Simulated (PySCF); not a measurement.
# Removal energies of Ca¹⁰⁺ from EOM-IP-GCCSD

Reference: closed-shell Ca¹⁰⁺, [Ne]; one electron is removed. Calculated with PySCF 2.14, two-component X2C-1e with screened spin-orbit coupling, an uncontracted even-tempered set (18 s from 0.3 bohr⁻², ratio 2.6; 12 p from 0.39 bohr⁻², ratio 2.6; 6 d from 0.4 bohr⁻², ratio 2.8; 3 f from 17 bohr⁻², ratio 2.8); frozen 1s2; the 44 highest virtual spinors dropped; of the others 44 kept and the rest restored at second order. No Breit or QED terms. Binding energies in eV.

```tsv
level	Koopmans	second order	EOM-CCSD
2s1/2	682.52	679.13	679.28
2p1/2	597.00	594.83	595.08
2p3/2	593.05	590.93	591.18
```

For comparison, the ionisation energy of Ca¹⁰⁺ is 591.6 ± 0.12 eV (semi-empirical (NIST evaluation); NIST Atomic Spectra Database, ionization energies).

The screened spin-orbit operator tends to give fine-structure splittings of light species too large.
